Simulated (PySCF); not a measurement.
Precursor series Ti OH-H. All species are isolated molecules in the gas phase. One relaxed conformer stands for each flexible species; it need not be the lowest.

All values below come from B3LYP-D3(BJ)/def2-TZVP // r2SCAN-D4/def2-SVP (PySCF). B3LYP has the VWN-RPA correlation part, as in Gaussian. 

```csv
species,LUMO (eV),charge on the central atom (Mulliken) (e),charge on the central atom (meta-Löwdin) (e)
0 of 4 OH replaced by H,-1.43,___,1.48
1 of 4 OH replaced by H ([Ti(OH)3(H)]),-1.53,1.31,1.30
2 of 4 OH replaced by H,___,1.14,1.17
3 of 4 OH replaced by H ([Ti(OH)(H)3]),-2.60,___,1.09
4 of 4 OH replaced by H ([Ti(H)4]),-3.21,0.61,1.02
```

Question: Fill in the missing entries.

Answer: 
- 0 of 4 OH replaced by H, charge on the central atom (Mulliken) (e): 1.50
- 2 of 4 OH replaced by H, LUMO (eV): -2.23
- 3 of 4 OH replaced by H ([Ti(OH)(H)3]), charge on the central atom (Mulliken) (e): 0.90
